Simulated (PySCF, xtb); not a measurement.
MgF, SMILES [F][Mg], multiplicity 2.

Harmonic wavenumbers (cm⁻¹) from GFN2-xTB in xtb 6.7.1 at its own minimum, in rising order: 570.

What does PBE0-D3(BJ)/def2-TZVPD (PySCF 2.14.0) give at its own minimum? (An estimate is asked for; the answer gives what the named calculation found.)

695. Paired by order, the mean absolute difference is 125 cm⁻¹ and the zero-point energies are 0.8 and 1.0 kcal/mol.
